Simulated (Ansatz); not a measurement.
C$_{2}$H$_{4}$F$_{2}$OSi (`C=C(F)[SiH](O)F`), 10 atoms. The species carries charge 0 and has multiplicity 1. All runs use 4 threads of a server CPU on a shared host. Correlated methods freeze the cores.

(1) Give the basis size and wall time and peak host memory of each of these runs in Ansatz. RKS r2SCAN0-D4/def2-TZVPP energy; RKS B2PLYP (frozen core)/def2-TZVPP energy; RKS PBE0-D4/def2-QZVPP energy; RKS ωB97M-V/def2-QZVPP energy; RHF-MP2/def2-QZVPP energy; RKS PBE0-D4/def2-SVP energy; RHF-CCSD(T)/def2-TZVPP energy; RKS CAM-B3LYP-D4/def2-TZVPP energy; RKS PBE0-D4/def2-TZVP frequencies; direct RPA on PBE orbitals/def2-TZVPP energy; RKS B97M-V/def2-TZVPP energy; RKS PBE0-D4/def2-TZVP relaxation (9 steps). (Estimate.)

Answers

(1) The calculation gave: Other jobs shared the machine, so times are rough.

```json
{"level": "RKS PBE0-D4/def2-SVP", "job": "energy", "functions": "108", "wall time": "1.2 s", "peak host memory (GiB)": "0.24"}
{"level": "RKS CAM-B3LYP-D4/def2-TZVPP", "job": "energy", "functions": "253", "wall time": "4 s", "peak host memory (GiB)": "0.71"}
{"level": "RKS r2SCAN0-D4/def2-TZVPP", "job": "energy", "functions": "253", "wall time": "5.5 s", "peak host memory (GiB)": "0.65"}
{"level": "direct RPA on PBE orbitals/def2-TZVPP", "job": "energy", "functions": "253", "wall time": "6.5 s", "peak host memory (GiB)": "0.61"}
{"level": "RKS B2PLYP (frozen core)/def2-TZVPP", "job": "energy", "functions": "253", "wall time": "6.5 s", "peak host memory (GiB)": "0.68"}
{"level": "RKS PBE0-D4/def2-QZVPP", "job": "energy", "functions": "475", "wall time": "9 s", "peak host memory (GiB)": "1.7"}
{"level": "RKS B97M-V/def2-TZVPP", "job": "energy", "functions": "253", "wall time": "9.5 s", "peak host memory (GiB)": "0.41"}
{"level": "RKS ωB97M-V/def2-QZVPP", "job": "energy", "functions": "475", "wall time": "21 s", "peak host memory (GiB)": "2"}
{"level": "RHF-MP2/def2-QZVPP", "job": "energy", "functions": "475", "wall time": "25 s", "peak host memory (GiB)": "2.9"}
{"level": "RKS PBE0-D4/def2-TZVP", "job": "relaxation (9 steps)", "functions": "216", "wall time": "38 s", "peak host memory (GiB)": "0.57"}
{"level": "RKS PBE0-D4/def2-TZVP", "job": "frequencies", "functions": "216", "wall time": "2.7 min", "peak host memory (GiB)": "0.57"}
{"level": "RHF-CCSD(T)/def2-TZVPP", "job": "energy", "functions": "253", "wall time": "4.2 min", "peak host memory (GiB)": "6"}
```
